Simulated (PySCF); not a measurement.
**Pd₂Cl⁺ at several levels of theory**

All levels use the PBE0 minimum (triplet; Cl–Pd 2.304 Å (×2); Pd–Cl–Pd 115.0°), basis [Cl def2-TZVP, Pd def2-TZVP with ECP28], scalar-relativistic core potentials, density fitting, no spin–orbit coupling, PySCF. For vertical energies the ionised species is a quartet (spins chosen at PBE0 and kept) and the electron-attached one a doublet. Open shells are unrestricted, also as the reference of the correlated levels. Dipoles are about the centre of mass. A dash marks a value that was not computed or is not defined at that level.

Z-matrix (Å, degrees; charge 1 multiplicity 3):
```
Cl
Pd 1 2.3037
Pd 1 2.3037 2 114.97
```

```tsv
level	vertical IP (eV)	vertical EA (eV)	−ε(HOMO) (eV)	dipole (D)
PBE0	14.66	7.06	12.44	2.48
HF	14.12	4.35	15.63	3.56
MP2	15.27	5.43	–	–
PBE	14.22	7.62	10.96	1.90
r2SCAN	14.27	7.42	11.12	2.24
B3LYP	?	?	?	?
TPSSh	14.31	7.19	11.55	2.36
TPSS	?	?	?	?
BP86	14.36	7.78	11.11	1.88
```

Problem. Fill in the row of B3LYP.

Solution. vertical IP (eV) 14.66, vertical EA (eV) 7.32, −ε(HOMO) (eV) 12.23, dipole (D) 2.30.

Problem. Fill in the row of TPSS.

Solution. vertical IP (eV) 14.13, vertical EA (eV) 7.39, −ε(HOMO) (eV) 10.94, dipole (D) 2.13.

Spin contamination in at least one species weakens the values at: HF, MP2.

Other spin states or occupations of the open shell can lie lower.
